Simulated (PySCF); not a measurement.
B(F)(Br)(Vi), C₂H₃BBrF, SMILES C=CB(F)Br (PBE0/def2-SVP optimised geometry):

```
8

B      0.713     0.335     0.000
F      2.033     0.335     0.000
Br    -0.149     2.056     0.000
C     -0.067    -0.998     0.000
C     -1.404    -1.091    -0.024
H      0.525    -1.922     0.015
H     -1.922    -2.056    -0.028
H     -2.033    -0.193    -0.041
```

Computed with PySCF 2.14.0 with PBE0/def2-TZVP.

Question: What are the frontier orbital energies and the dipole moment?

Answer: HOMO-2 -9.25 eV, HOMO-1 -8.57 eV, HOMO -8.40 eV, LUMO -1.96 eV, LUMO+1 1.11 eV; dipole moment 2.13 D.

On the same geometry PBE/def2-TZVP in PySCF gives HOMO-2 -7.98 eV, HOMO-1 -7.25 eV, HOMO -7.24 eV, LUMO -2.89 eV, LUMO+1 0.25 eV; dipole moment 1.98 D.

Meta-Löwdin charges at PBE0/def2-TZVP: B1 0.38, F2 -0.27, Br3 -0.10, C4 -0.24, C5 -0.17, H6 0.13, H7 0.13, H8 0.13.
